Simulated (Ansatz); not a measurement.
`F[B]([AlH2])[SiH3]` + `COC=O` → `C[B](F)[AlH2]` + `O=CO[SiH3]` at 600 K and 1 bar (formal exchange of groups at a B–Si bond).

Gas-phase electronic energies from Ansatz, PBE0-D4/def2-TZVP geometries. CCSD(T)/CBS is the MP2 limit (def2-TZVPP, def2-QZVPP) plus CCSD(T) − MP2 in def2-TZVPP, frozen cores. Each species was taken in one conformer, which may not be the lowest.

```csv
species,CCSD(T)/CBS energy (Eh),H − E (kJ/mol),S (J/(mol·K))
`F[B]([AlH2])[SiH3]`,-658.67346,177.5,460.5
`COC=O`,-228.84804,203.4,341.6
`C[B](F)[AlH2]`,-407.68475,202.6,428.0
`O=CO[SiH3]`,-479.91321,176.0,369.6
```

H − E and S are ideal-gas, rigid-rotor, harmonic terms from PBE0-D4/def2-TZVP, for one conformer and one mirror image of each species. 1 Eh = 2625.50 kJ/mol, R = 8.31446 J/(mol·K).

Q: By hand: ΔE, ΔH, ΔS and ΔG.

A: ΔE = (-407.68475) + (-479.91321) − (-658.67346) − (-228.84804) = -0.07646 Eh = -200.7 kJ/mol. Δ(H − E) = 202.6 + 176.0 − 177.5 − 203.4 = -2.3, so ΔH = -203.0 kJ/mol. ΔS = 428.0 + 369.6 − 460.5 − 341.6 = -4.5 J/(mol·K). ΔG = -203.0 − 600 × (-4.5)/1000 = -200.3 kJ/mol.

Q: By hand: the equilibrium constant, and the temperature at which ΔG would vanish if ΔH and ΔS stayed fixed.

A: log₁₀ K = −ΔG/(RT ln 10) = 17.4. ΔG = 0 at ΔH/ΔS = 45111 K, far beyond where these terms or the molecules hold.

The number of gas molecules stays the same, so ΔS is small and ΔH decides. A doubt of 5 kJ/mol in ΔE shifts log₁₀ K by 0.4 here. Other conformers and mirror images would add mixing entropy, several J/(mol·K) or more a flexible species. Modes under 60 cm⁻¹, often nearly free rotors, make the harmonic entropy too high. These are equilibria of isolated gas molecules and say nothing of rates. Largest T1 diagnostic: 0.016 (customary marks: 0.02 for closed shells, 0.045 for open ones).
